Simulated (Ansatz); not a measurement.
Geometry optimisation, RKS PBE-D4/def2-SVP (Ansatz).

Input:

```yaml
crystal:
  periodic: [false, false, false]
  atoms:
    - { symbol: Ga, position_ang: [0.0, 0.0, 0.0] }
    - { symbol: O, position_ang: [0.0, 0.0, 1.79] }
    - { symbol: H, position_ang: [-0.9095, -0.2814, 2.1271] }
    - { symbol: Cl, position_ang: [1.9398, 0.0, -1.12] }
    - { symbol: H, position_ang: [-1.3596, 0.0, -0.785] }
basis:
  gaussian: { orbitals: def2-SVP }
hamiltonian:
  xc: pbe
  dispersion: d4
relax:
  f_tol: 0.02
  max_steps: 40
```

Run as:

```bash
$ ansatz run input.yaml --threads 1 --pin off --max-ram 2048MiB --backend cpu --events-out ev --progress --plain --runs-dir out
```

Where does it end, and by what steps?

It converged. After 5 steps the energy has fallen by 0.131 eV; Cl4 moved furthest, 0.16 Å.

```csv
step,energy less start (eV),largest force component (eV/Å),accepted
0,0.0000,1.280,yes
1,-0.0303,2.384,yes
2,-0.1263,0.228,yes
3,-0.1291,0.172,yes
4,-0.1306,0.031,yes
5,-0.1308,0.008,yes
```

```xyz
5
Properties=species:S:1:pos:R:3
Ga -0.064 -0.033 -0.044
O 0.058 -0.122 1.744
H -0.819 -0.158 2.170
Cl 1.877 0.042 -0.974
H -1.382 -0.010 -0.885
```

Whether the end is a true minimum wasn't checked by a vibrational analysis.

Run time: 13 s on 1 thread of Arm Neoverse V1, on a shared host, peak memory 0.14 GiB.
